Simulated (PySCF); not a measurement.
## SbBr: energy against distance

Set-up: basis Sb cc-pVTZ-PP with ECP28, Br cc-pVTZ-PP with ECP10; scalar-relativistic core potentials; PySCF 2.14. Energies in eV from Sb + Br in their ground configurations at the same level. State: ³Σ⁻ (triplet), unpaired electrons π ↑↑.

All columns are PBE0. A positive dipole means Sb(−)Br(+).

```csv
R (Å),E (eV),μ (D),Mulliken charge on Sb (basis-dependent),HOMO (eV),LUMO (eV),Mayer bond order,⟨S²⟩
2.151,-1.655,-0.05,0.03,-5.73,-2.48,1.37,2.01
2.251,-2.311,-0.58,0.11,-5.91,-2.64,1.30,2.00
2.351,-2.657,-1.10,0.17,-6.09,-2.78,1.23,2.00
2.426,-2.773,-1.49,0.21,-6.22,-2.89,1.18,2.01
2.501,-2.801,-1.87,0.24,-6.35,-2.99,1.14,2.01
2.576,-2.762,-2.25,0.27,-6.47,-3.08,1.10,2.01
2.676,-2.639,-2.73,0.30,-6.62,-3.21,1.06,2.01
2.801,-2.410,-3.31,0.33,-6.79,-3.34,1.01,2.01
2.951,-2.080,-3.95,0.35,-6.96,-3.59,0.97,2.02
3.151,-1.620,-4.65,0.36,-7.11,-4.12,0.90,2.05
```

A fit through these points gives, at Re = 2.491 Å, μ = -1.82 D and dμ/dR = -5.08 D/Å; the reduced mass is 47.75 u.

Question: How strong is the fundamental in the double-harmonic approximation, I = 42.26·(dμ/dR)²/μred km/mol?

Answer: I = 42.26·(-5.08)²/47.75 = 22.8 km/mol at PBE0.

These are scalar-relativistic numbers at best; spin–orbit coupling would shift them, the dissociation energy most. The state was picked by a PBE0 search and need not be the measured ground state.
